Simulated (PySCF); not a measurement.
**Zr²⁺ (zirconium, charge +2) across methods**

[Kr] 4d2, high-spin 3F determinant. Calculation: PySCF 2.14, in aug-cc-pVTZ-PP with one added diffuse shell each of s, p, d, f, g type with ECP28MDF (7s7p6d4f3g, 113 functions); scalar relativity through the core potential.

```
method  E (hartree)  mean ε 4p α (eV)  mean ε 4p β (eV)  mean ε 4d α (eV)  Σ⟨r²⟩ (bohr²)   ⟨S²⟩
 wB97X     -46.0269           -52.346           -50.824           -21.675          25.61  2.001
r2SCAN     -46.0505           -48.369           -46.842           -18.439          25.76  2.002
   UHF    -45.66405           -56.519           -53.317           -23.016          25.69  2.005
   PBE     -46.0247           -47.404           -46.183           -18.238          25.94  2.001
  BP86     -46.0727           -47.454           -46.303           -18.292          25.87  2.001
   LDA     -45.8703           -47.387           -46.175           -18.138          26.12  2.000
  MN15     -45.9395           -50.284           -48.954           -19.763          26.11  2.000
```

**Question.** Estimate the same row for PBE0.

**Answer.** E (hartree) = -46.0236; mean ε 4p α (eV) = -49.918; mean ε 4p β (eV) = -48.258; mean ε 4d α (eV) = -19.581; Σ⟨r²⟩ (bohr²) = 25.78; ⟨S²⟩ = 2.001.

Energies and moments cover only the electrons outside the core potential.
